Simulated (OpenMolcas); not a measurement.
Se III: effect of the level shift or regulariser

```
Program             : OpenMolcas 26.06
Basis               : ANO-R3 [7s6p5d4f2g]
Scalar Hamiltonian  : X2C, finite nucleus
Active space        : 2 electrons in 9 orbitals (RAS2 4p; RAS3 4d 5s, at most 1 electron)
State averaging     : 2S+1 = 3 even, 3 roots; 2S+1 = 1 even, 6 roots; 2S+1 = 3 odd, 18 roots; 2S+1 = 1 odd, 18 roots
Spin-orbit coupling : RASSI with atomic mean-field integrals over the reference wave functions, term energies averaged over their components
```

Methods on the same reference wave functions:
A. RASSCF
B. MS-RASPT2, IPEA 0.25 Eh, imaginary shift 0.1 Eh (closed shells correlated: 3d 4s)
C. MS-RASPT2, IPEA 0.25 Eh, real shift 0.2 Eh (closed shells correlated: 3d 4s)

Energies in cm-1 above 4s2 4p2 3P0, the measured ground level; measured values from Moore, Atomic Energy Levels, vol. II, NSRDS-NBS 35 (1971 reprint of NBS Circular 467, 1952).

```json
{"Level": "4s2 4p2 3P0", "A": "0.0", "B": "0.0", "C": "0.0", "Measured": "0.0"}
{"Level": "4s2 4p2 3P1", "A": "1471", "B": "1491", "C": "1491", "Measured": "1741"}
{"Level": "4s2 4p2 3P2", "A": "3559", "B": "3510", "C": "3510", "Measured": "3937"}
{"Level": "4s2 4p2 1D2", "A": "15467", "B": "12740", "C": "12770", "Measured": "13032"}
{"Level": "4s2 4p2 1S0", "A": "34273", "B": "32230", "C": "32260", "Measured": ""}
{"Level": "4s2 4p 5s 3P* 0", "A": "126968", "B": "127620", "C": "127670", "Measured": "126277"}
{"Level": "4s2 4p 5s 3P* 1", "A": "127538", "B": "128090", "C": "128140", "Measured": "126781"}
{"Level": "4s2 4p 4d 3F* 2", "A": "129869", "B": "131370", "C": "131450", "Measured": ""}
{"Level": "4s2 4p 5s 3P* 2", "A": "130571", "B": "131220", "C": "131270", "Measured": "130391"}
{"Level": "4s2 4p 4d 3F* 3", "A": "131424", "B": "132410", "C": "132460", "Measured": ""}
{"Level": "4s2 4p 5s 1P* 1", "A": "132956", "B": "132900", "C": "132970", "Measured": "131656"}
{"Level": "4s2 4p 4d 3F* 4", "A": "133298", "B": "134400", "C": "134430", "Measured": ""}
{"Level": "4s2 4p 4d 1D* 2", "A": "135338", "B": "123420", "C": "124800", "Measured": ""}
{"Level": "4s2 4p 4d 3P* 2 [53 %]", "A": "147046", "B": "137620", "C": "138610", "Measured": ""}
{"Level": "4s2 4p 4d 3P* 0", "A": "149007", "B": "139940", "C": "141210", "Measured": ""}
{"Level": "4s2 4p 4d 3D* 2 [53 %]", "A": "150466", "B": "140280", "C": "141150", "Measured": ""}
{"Level": "4s2 4p 4d 3D* 3", "A": "150614", "B": "140120", "C": "140720", "Measured": ""}
{"Level": "4s2 4p 4d 1P* 1", "A": "171853", "B": "157970", "C": "159540", "Measured": ""}
{"Level": "4s2 4p 4d 1F* 3", "A": "174382", "B": "165420", "C": "165560", "Measured": ""}
```

Deviations, from unrounded energies. A percentage is the sum of absolute deviations over the sum of measured energies, with the sign that they share, or ± where signs differ.

```json
{"Against measurement": "mean absolute deviation (cm-1)", "Levels": "7", "A": "860", "B": "810", "C": "840"}
{"Against measurement": "fine structure of the ground term (%)", "Levels": "2", "A": "-11.4", "B": "-11.9", "C": "-11.9"}
{"Against measurement": "other terms of the ground configuration (%)", "Levels": "1", "A": "+18.7", "B": "-2.2", "C": "-2.0"}
{"Against measurement": "other configurations (%)", "Levels": "4", "A": "+0.6", "B": "+0.9", "C": "+1.0"}
```

B, C lie about equally close to measurement and A furthest from it. The largest miss of B in the table is 4s2 4p 5s 3P* 0, by +1300 cm-1. The ranking rests on the paired levels alone, and a cruder setting can come out closer through cancelling errors.

Between B and C the level of the table that moves most is 4s2 4p 4d 1P* 1, by 1600 cm-1 (lowest in B, highest in C). Moves below CASPT2's spread within the term are not significant.

The mean deviations of B to C differ by less than CASPT2's widest spread within a term (200 cm-1), so their order carries little weight.

From A to B the spin-free energies of the other terms of 4s2 4p2 shown, above 3P, scale by factors of 0.78 to 0.93.

The lowest spin-free term lies below A's lowest term by 0.557 hartree in B, 0.556 hartree in C.

CASPT2 does not keep the components of a term degenerate, so their means are used; among the terms shown or strongly mixed into the levels shown the widest spread is 200 cm-1 (4s2 4p 4d 1F*, B). Over all roots computed the reference weight is 0.84 to 0.95 in B, 0.90 to 0.95 in C; the roots of lowest weight are the least certain, and an intruder state may touch them. ANO sets are built for valence states and can reach diffuse excited orbitals poorly, and with the s shell closed the s pⁿ⁺¹ terms that mix with these levels are absent. With the s shell closed, the reference lacks s² → p² mixing. Computed and measured levels are paired by configuration, term and J; levels that our copy of the source lacks, or whose pairing is in doubt (as where it misses far off the trend of its configuration), stay unpaired and out of the deviations. Levels of configurations outside the active space are missing. The table leaves out levels that lie high or whose names do not pair safely across all columns.

A share in square brackets marks a mixed level and gives the weight of the term that names it, the lowest over the columns. * marks odd parity.
